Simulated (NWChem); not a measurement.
Molecule: GeSiH$_{3}$F$_{3}$; SMILES [F][Ge]([F])([F])[SiH3]

```xyz
8

F      0.7167    -1.4055    -1.0089
Ge     0.0000     0.0000    -0.3138
F      0.8588     1.3235    -1.0089
F     -1.5756     0.0820    -1.0089
Si     0.0000     0.0000     2.0630
H      1.4193    -0.0733     2.5038
H     -0.7731    -1.1926     2.5038
H     -0.6462     1.2658     2.5038
```
Atoms are numbered in this order, from 1.

Computed with NWChem. Structure relaxed at the PBE0/def2-SVP level. GIAO values for the isolated, static molecule; σ is the absolute isotropic shielding, δ = σ(reference) − σ with the isolated reference molecule computed at the same levels (19F: trichlorofluoromethane, 1H: tetramethylsilane, 29Si: tetramethylsilane).

```json
[
 {"level": "PBE0/pcSseg-1", "δ F1 (ppm)": "-116.3", "σ Ge2 (ppm)": "1347.8", "δ Si5 (ppm)": "-101.3", "δ H6 (ppm)": "3.90"},
 {"level": "KT2/pcSseg-1", "δ F1 (ppm)": "-119.4", "σ Ge2 (ppm)": "1335.1", "δ Si5 (ppm)": "-103.1", "δ H6 (ppm)": "3.88"},
 {"level": "PBE/pcSseg-1", "δ F1 (ppm)": "-114.5", "σ Ge2 (ppm)": "1274.1", "δ Si5 (ppm)": "-105.5", "δ H6 (ppm)": "3.92"}
]
```
